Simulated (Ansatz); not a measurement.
Ansatz (an electronic-structure program) input (B3LYP-D3(BJ)/def2-TZVP):

Ansatz 0.2 input:
```yaml
crystal:
  periodic: [false, false, false]
  atoms:
    - {symbol: Sn, position_ang: [-0.02039849, -0.03269684, 1.26127392]}
    - {symbol: I, position_ang: [1.12139866, -1.94936602, -0.62789437]}
    - {symbol: I, position_ang: [-1.10215480, 1.98021209, -0.56198669]}
basis:
  gaussian:
    orbitals: def2-TZVP
hamiltonian:
  xc: b3lyp
  dispersion: d3bj
total_charge: -1
magnetization: {spin_polarized: true, initial_magnetization: 1}
phonons: {temperatures: {t_min: 298.15, t_max: 298.15, t_step: 100}}
```

Output:

```
Functional definition: B3LYP
integrals: 0.08 GiB planned
1254 factors; their error is unknown
mean field: 1.03 GiB planned
mean field evaluation 1: about -22045.0367 eV, gradient 1.0e1 eV
mean field evaluation 2: about -22044.8595 eV, gradient 1.3e1 eV
mean field evaluation 4: about -22045.3912 eV, gradient 3.5e-1 eV
mean field evaluation 8: about -22045.9078 eV, gradient 1.4e-1 eV
mean field evaluation 16: about -22045.9079 eV, gradient 6.0e-5 eV
mean field -22045.90791053 eV, -810.1721724589 hartree, gradient 6.0e-5 eV, S^2 0.752704; 0 other end points of the search recorded, 0 dependent functions left out
the calculation of the forces begins
reference -22045.90812548 eV, -810.1721803581 hartree; 37, 36 occupied and 113, 114 virtual orbitals, 1254 factors
these checks for a lower state are left out or cut short: stability, starts, cluster_reference, orbital_swaps, neighbouring_geometries, increment
integrals: 0.08 GiB planned
1254 factors; their error is unknown
mean field: 1.03 GiB planned
mean field -22045.90788463 eV, -810.1721715071 hartree, gradient 9.8e-7 eV, S^2 0.752704; 0 other end points of the search recorded, 0 dependent functions left out
the calculation of the forces begins
reference -22045.90809956 eV, -810.1721794058 hartree; 37, 36 occupied and 113, 114 virtual orbitals, 1254 factors
these checks for a lower state are left out or cut short: stability, starts, cluster_reference, orbital_swaps, neighbouring_geometries, increment
integrals: 0.08 GiB planned
1254 factors; their error is unknown
mean field: 1.03 GiB planned
mean field evaluation 32: about -22045.9079 eV, gradient 1.0e-6 eV
mean field -22045.90791742 eV, -810.1721727120 hartree, gradient 9.9e-7 eV, S^2 0.752704; 0 other end points of the search recorded, 0 dependent functions left out
the calculation of the forces begins
reference -22045.90813238 eV, -810.1721806116 hartree; 37, 36 occupied and 113, 114 virtual orbitals, 1254 factors
these checks for a lower state are left out or cut short: stability, starts, cluster_reference, orbital_swaps, neighbouring_geometries, increment
integrals: 0.08 GiB planned
1254 factors; their error is unknown
mean field: 1.03 GiB planned
mean field -22045.90803842 eV, -810.1721771587 hartree, gradient 2.8e-6 eV, S^2 0.752704; 0 other end points of the search recorded, 0 dependent functions left out
the calculation of the forces begins
reference -22045.90825340 eV, -810.1721850591 hartree; 37, 36 occupied and 113, 114 virtual orbitals, 1254 factors
these checks for a lower state are left out or cut short: stability, starts, cluster_reference, orbital_swaps, neighbouring_geometries, increment
integrals: 0.08 GiB planned
1254 factors; their error is unknown
mean field: 1.03 GiB planned
mean field -22045.90776699 eV, -810.1721671838 hartree, gradient 2.8e-6 eV, S^2 0.752704; 0 other end points of the search recorded, 0 dependent functions left out
the calculation of the forces begins
reference -22045.90798190 eV, -810.1721750816 hartree; 37, 36 occupied and 113, 114 virtual orbitals, 1254 factors
these checks for a lower state are left out or cut short: stability, starts, cluster_reference, orbital_swaps, neighbouring_geometries, increment
integrals: 0.08 GiB planned
1254 factors; their error is unknown
mean field: 1.03 GiB planned
mean field -22045.90791889 eV, -810.1721727662 hartree, gradient 3.0e-6 eV, S^2 0.752704; 0 other end points of the search recorded, 0 dependent functions left out
the calculation of the forces begins
reference -22045.90813385 eV, -810.1721806656 hartree; 37, 36 occupied and 113, 114 virtual orbitals, 1254 factors
these checks for a lower state are left out or cut short: stability, starts, cluster_reference, orbital_swaps, neighbouring_geometries, increment
integrals: 0.08 GiB planned
1254 factors; their error is unknown
mean field: 1.03 GiB planned
mean field evaluation 64: about -22045.9079 eV, gradient 3.0e-6 eV
mean field -22045.90789603 eV, -810.1721719261 hartree, gradient 2.9e-6 eV, S^2 0.752704; 0 other end points of the search recorded, 0 dependent functions left out
the calculation of the forces begins
reference -22045.90811097 eV, -810.1721798250 hartree; 37, 36 occupied and 113, 114 virtual orbitals, 1254 factors
Total energy: -22046.17912208 eV, -810.1821392996 hartree
Atom 0 at    -0.020398    -0.032697     1.261274 Å, force     0.000009     0.000014    -0.000551 eV/Å
Atom 1 at     1.121399    -1.949366    -0.627894 Å, force     0.000154    -0.000288     0.000271 eV/Å
Atom 2 at    -1.102155     1.980212    -0.561987 Å, force    -0.000163     0.000273     0.000280 eV/Å
Dipole moment:    -0.005599    -0.008974     0.346176 e Å
Vibrations: 41.60 133.86 143.71 cm⁻¹, zero-point energy 0.019786 eV
```
